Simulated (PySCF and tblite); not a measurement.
Results of a calculation; reference values are marked as such.
Stationary points of C9H8 at GFN2-xTB, in Å:

Structure A

```
 1 C     4.063   -1.735   -0.026
 2 C     3.060   -1.079   -0.133
 3 C     1.897   -0.305   -0.265
 4 C     0.703   -0.708    0.203
 5 C    -0.550    0.007    0.120
 6 C    -1.728   -0.688    0.736
 7 C    -0.677    1.216   -0.466
 8 C    -1.884    1.925   -0.556
 9 C    -2.902    2.559   -0.651
10 H     4.937   -2.307    0.069
11 H     2.027    0.643   -0.771
12 H     0.654   -1.669    0.700
13 H    -2.629   -0.089    0.635
14 H    -1.543   -0.873    1.795
15 H    -1.889   -1.653    0.254
16 H     0.175    1.714   -0.909
17 H    -3.793    3.107   -0.730
```

Structure B

```
 1 C     4.024   -1.822    0.009
 2 C     2.927   -1.379   -0.195
 3 C     1.639   -0.864   -0.446
 4 C     0.880   -0.300    0.493
 5 C    -0.474    0.222    0.235
 6 C    -1.583   -0.781    0.327
 7 C    -0.671    1.513   -0.053
 8 C    -1.934    2.084   -0.305
 9 C    -2.999    2.595   -0.525
10 H     4.983   -2.208    0.187
11 H     1.290   -0.945   -1.468
12 H     1.245   -0.225    1.511
13 H    -2.544   -0.311    0.137
14 H    -1.595   -1.235    1.318
15 H    -1.424   -1.580   -0.398
16 H     0.168    2.196   -0.109
17 H    -3.930    3.039   -0.716
```

Structure C

```
 1 C     4.002   -1.880    0.214
 2 C     2.834   -1.606    0.128
 3 C     1.468   -1.301    0.025
 4 C     1.000   -0.043    0.091
 5 C    -0.387    0.337   -0.008
 6 C    -1.425   -0.728   -0.198
 7 C    -0.723    1.643    0.074
 8 C    -2.034    2.135   -0.008
 9 C    -3.148    2.583   -0.074
10 H     5.021   -2.115    0.290
11 H     0.809   -2.148   -0.112
12 H     1.709    0.765    0.228
13 H    -2.416   -0.283   -0.252
14 H    -1.403   -1.433    0.632
15 H    -1.239   -1.280   -1.119
16 H     0.045    2.395    0.211
17 H    -4.121    2.971   -0.133
```

Level: BP86/pcSseg-1 + D3(BJ) on GFN2-xTB stationary points, with GFN2-xTB thermal terms.

Q: Which structure is a saddle point, and along which motion?

A: B: one imaginary mode (123i cm⁻¹ at GFN2-xTB, mostly on C3, H11, H12), along the rotation about the C4–C5 bond (torsion C3–C4–C5–C6 from 0° to 180°, rising).

Q: Give their symmetry and energies above the lowest.

A: A Cs, 3.9 kcal/mol; B C1, 9.1 kcal/mol; C Cs, 0.0 kcal/mol.
